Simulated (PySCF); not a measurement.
Br₄Ti, SMILES [Ti]([Br])([Br])([Br])[Br], PBE0/def2-SVP optimised geometry.

```
5

Ti    -0.77    -1.09     0.00
Br    -1.54    -2.18    -1.89
Br    -1.54    -2.18     1.89
Br     1.54    -1.09     0.00
Br    -1.54     1.09     0.00
```

Density from PBE0/def2-TZVP (PySCF 2.14.0) at that geometry.

Minimum of the electron density along straight lines between bonded atoms, close to the bond critical point (lines longer than 1.1 times the sum of covalent radii, or with two minima, are not listed):

```csv
bond,length / Å,ρ at the minimum / e bohr⁻³,∇²ρ there / e bohr⁻⁵,position (fraction from the first atom)
Ti1–Br2,2.309,0.093,0.18,0.46
Ti1–Br3,2.309,0.093,0.18,0.46
Ti1–Br4,2.309,0.093,0.18,0.46
Ti1–Br5,2.309,0.093,0.18,0.46
```
